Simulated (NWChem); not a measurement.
# MoHO₂F₃; SMILES [F][Mo]([F])([F])(=[O])[OH]

```xyz
7

Mo     0.0240    -0.1084     0.0000
O     -0.3263    -1.7638     0.0000
F      0.0920     1.8356     0.0000
F      0.9546    -0.0643     1.5844
F      0.9546    -0.0643    -1.5844
O     -1.8127     0.2576     0.0000
H     -1.9076     1.2398     0.0000
```
Atoms are numbered in this order, from 1.

Program: NWChem. Medium grid unless said otherwise, to which SCAN and Minnesota functionals are sensitive. Structure relaxed at the PBE-D3(BJ)/def2-SVP level. No frequency run checked for a minimum. def2 effective core potentials on Mo; no spin-orbit coupling.

Q: Among these, which level gives the highest value of “dipole (D)”?
A. B3LYP/def2-SVP
B. RPBE/def2-SVP
C. PBE0/def2-SVP
D. LDA (Slater exchange, PW92)/def2-SVP

A: D, LDA (Slater exchange, PW92)/def2-SVP. Values: RPBE/def2-SVP 1.01; PBE0/def2-SVP 1.03; B3LYP/def2-SVP 1.04; LDA (Slater exchange, PW92)/def2-SVP 1.13
